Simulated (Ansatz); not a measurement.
Input and output for SnMeF3 (CH₃F₃Sn).

```yaml
crystal:
  periodic: [false, false, false]
  atoms:
    - {symbol: C, position_ang: [0.002329, -0.004036, 1.238926]}
    - {symbol: F, position_ang: [1.772998, -0.011893, -1.694992]}
    - {symbol: F, position_ang: [-0.876201, 1.552262, -1.686159]}
    - {symbol: F, position_ang: [-0.906360, -1.523939, -1.695775]}
    - {symbol: Sn, position_ang: [-0.001954, 0.002972, -0.900956]}
    - {symbol: H, position_ang: [-1.045963, 0.063581, 1.582073]}
    - {symbol: H, position_ang: [0.587081, 0.868987, 1.581189]}
    - {symbol: H, position_ang: [0.468059, -0.947934, 1.575683]}
basis:
  gaussian: {orbitals: def2-SVPD}
hamiltonian: {xc: {name: wB97}}
scf: {omitted_lower_state_checks: [starts]}
output: {forces: true}
```

```sh
$ ansatz run in.yaml --threads 2 --pin off --events-out ev --progress --plain --max-ram 4352MiB
```

Shortened log:

```
Functional definition: wB97
1269 factors; their error is unknown
601 factors; integrals over basis functions are off by at most 4.1e-5 eV
mean field evaluation 1: about -15057.5374 eV, gradient 6.0e1 eV
mean field evaluation 2: about -15055.3486 eV, gradient 7.7e1 eV
mean field evaluation 4: about -15063.8820 eV, gradient 1.6e0 eV
mean field evaluation 8: about -15063.8826 eV, gradient 4.6e-2 eV
mean field evaluation 16: about -15063.8417 eV, gradient 4.1e-5 eV
mean field -15063.84174927 eV, -553.5859736470 hartree, gradient 1.6e-5 eV, S^2 0.000000; 0 other end points of the search recorded, 0 dependent functions left out
reference -15063.84173549 eV, -553.5859731405 hartree; 29, 29 occupied and 116, 116 virtual orbitals, 1269 factors
Total energy: -15063.84173549 eV, -553.5859731405 hartree
Atom 0 at     0.002329    -0.004036     1.238926 Å, force    -0.001525     0.002023    -0.493621 eV/Å
Atom 1 at     1.772998    -0.011893    -1.694992 Å, force    -0.340865     0.002732     0.144878 eV/Å
Atom 2 at    -0.876201     1.552262    -1.686159 Å, force     0.168113    -0.297585     0.144129 eV/Å
Atom 3 at    -0.906360    -1.523939    -1.695775 Å, force     0.173500     0.293406     0.145636 eV/Å
Atom 4 at    -0.001954     0.002972    -0.900956 Å, force     0.001205    -0.001112     0.184153 eV/Å
Atom 5 at    -1.045963     0.063581     1.582073 Å, force     0.248132    -0.016321    -0.042102 eV/Å
Atom 6 at     0.587081     0.868987     1.581189 Å, force    -0.138678    -0.206504    -0.041812 eV/Å
Atom 7 at     0.468059    -0.947934     1.575683 Å, force    -0.109882     0.223361    -0.041261 eV/Å
Dipole moment:     0.001636    -0.003300     1.050747 e Å
Checks for a lower state left out: starts
```

Run time 5.5 s (2 threads of Intel Xeon Platinum 8488C on a shared host).

In the def2 sets Sn takes a core potential; there is no spin–orbit coupling.
